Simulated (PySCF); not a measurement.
Do core-level shifts follow atomic charges?

Compound: C₅H₁₅GeNSi.
Numbering: `[CH3:1][N:2]([CH3:3])[GeH2:4][SiH2:5][CH:6]1[CH2:7][CH2:8]1`

Binding energies: delta-SCF UKS SCAN, pcX-2 on the ionised atom, pcseg-1 elsewhere, spin-free X2C (PySCF). Charges: PBE0/pcSseg-1 ground-state density, for the ionised atom.

```csv
atom,environment,C 1s (eV),Mulliken (e),IAO (e),Hirshfeld (e),ESP (e)
C6,sp3 carbon bound to silicon,290.07,-0.539,-0.410,-0.135,-0.241
C7,three-membered-ring carbon,290.51,-0.205,-0.273,-0.085,-0.342
C1,N-methyl carbon,291.15,-0.080,-0.291,-0.076,-0.380
```

**Question.** How well does each charge scheme correlate with the binding energies over these sites?

**Answer.** Mulliken: r = 0.93, slope 2.1 eV per e; Hirshfeld: r = 0.88, slope 14.9 eV per e; IAO: r = 0.73, slope 5.3 eV per e; ESP: r = -0.93, slope -7.1 eV per e. Mulliken charges have the highest r, on only 3 points.

**Question.** The point-charge model writes a binding energy as kq + V + constant, with V the potential of the other atoms' charges at the site. What does it give with the Hirshfeld charges?

**Answer.** V = Σ 14.40 eV Å × q/r over all other atoms: +1.31 eV at C6, +0.58 eV at C7, +0.43 eV at C1. Fitting binding energy − V to q gives k = 29.5 eV per e and leaves an rms residual of 0.22 eV, against 0.21 eV for the fit on q alone. The model has no term for differences in relaxation between sites.

The structure is a single PBE0-D3(BJ)/def2-SVP conformer in the gas phase; no vibrational or solvent corrections.

Conformer computed: `[CH3:1][N:2]([CH3:3])[GeH2:4][SiH2:5][CH:6]1[CH2:7][CH2:8]1`: C1–N2–Ge4–Si5 -69°, N2–Ge4–Si5–C6 175°, Ge4–Si5–C6–C7 -151°.
